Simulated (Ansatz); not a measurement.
One reagent, a row of partners

Four-centre ligand exchange: SiN₂H₆ ([NH2][SiH2][NH2]) meets different reagents, and the same bond of it breaks. Each row is one chosen step, not always the lowest open to these reactants.

Gas-phase electronic energies, without zero-point energy, by CCSD(T) at an estimated basis limit (MP2 extrapolated from triple and quadruple zeta, plus CCSD(T) − MP2 in triple zeta); Ansatz 0.2.0, def2-TZVPP and QZVPP, frozen cores, on PBE0-D4/def2-TZVP structures. Extrapolation: Hartree–Fock as exp(−7.88 √X), correlation as X^−2.97. All energies, in kJ/mol, count from the separated reactants, without counterpoise correction; the start and end structures are the complexes reached by relaxing down from the saddle, and deeper ones may exist. Brackets give SMILES, or, where every atom is bracketed, only which atoms are joined. Steps whose reference was doubtful or whose search ended elsewhere are left out.

| reactants | products | broken | formed | start structure | saddle | end structure |
| --- | --- | --- | --- | --- | --- | --- |
| SiN₂H₆ ([NH2][SiH2][NH2]) + H₂O | SiNH₅O ([NH2][SiH2][OH]) + NH₃ | H–O, N–Si | H–N, O–Si | -18.2 | 93.3 | -65.4 |
| SiN₂H₆ ([NH2][SiH2][NH2]) + PH₃ | SiPNH₆ ([NH2][SiH2][PH2]) + NH₃ | H–P, N–Si | H–N, P–Si | -5.4 | ? | 27.3 |
| SiN₂H₆ ([NH2][SiH2][NH2]) + H₂ | SiNH₅ ([NH2][SiH3]) + NH₃ | H–H, N–Si | H–N, H–Si | -3.0 | 196.1 | 34.9 |

Q: What is the height of the saddle for SiN₂H₆ ([NH2][SiH2][NH2]) + PH₃? (To be estimated.)

A: The calculation gives: 170.1 kJ/mol relative to the separated reactants, between the members at 93.3 and 196.1; above its start structure the barrier is 170.1 − (-5.4) ≈ 175.5 kJ/mol.

T1 diagnostic: at most 0.013.

For scale, one of the runs: CCSD(T)/def2-TZVPP, 272 basis functions, launched by `ansatz run in.yaml --threads 8 --pin off --events-out ev --progress --plain --max-ram 19148MiB`. Time: 89 s of wall clock on 8 CPU threads of an Arm Neoverse V2; the host was shared. Peak host memory: 6.9 GiB.
